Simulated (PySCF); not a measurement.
Vertical excitations of a molecule C4H10O2 from TDA-CAM-B3LYP/def2-SVPD (PySCF), as energy in eV (oscillator strength): 7.40 (0.023), 7.52 (0.012), 8.17 (0.011), 8.25 (0.050), 8.38 (0.009), 8.41 (0.048). Lowest triplet (TDA): 7.18 eV. Geometry: PBE-D3(BJ)/def2-SVP. One conformer was computed; it need not be the lowest.

**Question.** Identify the compound among the candidates.
A) C[C@H](O)CCO
B) CC(CO)CO
C) COCC(C)O
D) COCCOC

**Answer.** C, COCC(C)O
